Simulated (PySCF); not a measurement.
## Atomic charges by several schemes

Species: C8H5O2P.
SMILES with atom numbers: `[O:1]=[CH:2][c:3]1[o:4][c:5]2[cH:6][cH:7][cH:8][cH:9][c:10]2[p:11]1` (hydrogens: H12 on C2; H13 on C6; H14 on C7; H15 on C8; H16 on C9)

Density: PBE0/pcSseg-1 (PySCF); schemes: Mulliken, IAO, Hirshfeld and ESP-fitted. Isolated species at its GFN2-xTB geometry (one conformer only).

What partial charge does each atom carry?

In e:

```csv
atom,environment,Mulliken,IAO,Hirshfeld,ESP-fitted
O1,aldehyde oxygen,-0.355,-0.394,-0.227,-0.426
C2,aldehyde carbon,+0.311,+0.231,+0.095,+0.388
C3,substituted aromatic carbon,-0.215,-0.108,-0.008,+0.065
O4,furan-type oxygen,-0.382,-0.223,-0.053,-0.270
C5,ring-fusion aromatic carbon,+0.317,+0.200,+0.072,+0.341
C6,aromatic CH carbon,-0.047,-0.178,-0.058,-0.325
C7,aromatic CH carbon,-0.070,-0.138,-0.036,-0.067
C8,aromatic CH carbon,-0.072,-0.158,-0.049,-0.220
C9,aromatic CH carbon,-0.002,-0.136,-0.044,-0.201
C10,ring-fusion aromatic carbon,-0.528,-0.246,-0.082,+0.030
P11,phosphorus bonded to 2 C,+0.564,+0.381,+0.118,-0.049
H12,formyl hydrogen,+0.083,+0.113,+0.044,+0.029
H13,aromatic hydrogen,+0.104,+0.170,+0.059,+0.197
H14,aromatic hydrogen,+0.103,+0.163,+0.058,+0.147
H15,aromatic hydrogen,+0.099,+0.160,+0.055,+0.167
H16,aromatic hydrogen,+0.089,+0.162,+0.056,+0.193
```

Mean size of the charges over all atoms: Mulliken 0.209 e, IAO 0.198 e, ESP-fitted 0.195 e, Hirshfeld 0.070 e. Each set sums to the total charge, 0, to within 0.001 e. The Mulliken scheme counts on each atom the diagonal of the density matrix times the overlap matrix over that atom's basis functions.

Lowest charge. The schemes don't all agree: Mulliken C10 (-0.528); IAO O1 (-0.394); Hirshfeld O1 (-0.227); ESP-fitted O1 (-0.426).

Highest charge. The schemes don't all agree: Mulliken P11 (+0.564); IAO P11 (+0.381); Hirshfeld P11 (+0.118); ESP-fitted C2 (+0.388).

How closely do the schemes follow one another over all atoms?

Correlation coefficient and root-mean-square difference: IAO with Hirshfeld 0.96, 0.135 e; Mulliken with IAO 0.90, 0.122 e; Mulliken with Hirshfeld 0.82, 0.207 e; Hirshfeld with ESP-fitted 0.79, 0.172 e; IAO with ESP-fitted 0.76, 0.155 e; Mulliken with ESP-fitted 0.53, 0.245 e.

Sum the charges by element, for elements with more than one atom.

```json
{"element": "O", "atoms": "2", "Mulliken": "-0.738", "IAO": "-0.617", "Hirshfeld": "-0.280", "ESP-fitted": "-0.696"}
{"element": "C", "atoms": "8", "Mulliken": "-0.305", "IAO": "-0.533", "Hirshfeld": "-0.110", "ESP-fitted": "+0.011"}
{"element": "H", "atoms": "5", "Mulliken": "+0.479", "IAO": "+0.769", "Hirshfeld": "+0.272", "ESP-fitted": "+0.734"}
```

The run behind these numbers computed NMR shieldings as well. The run took about 2.3 min of CPU time (grids of density and orbitals included) (one thread, shared machine).

Shape of the structure used: `[O:1]=[CH:2][c:3]1[o:4][c:5]2[cH:6][cH:7][cH:8][cH:9][c:10]2[p:11]1`: O1–C2–C3–O4 180°.
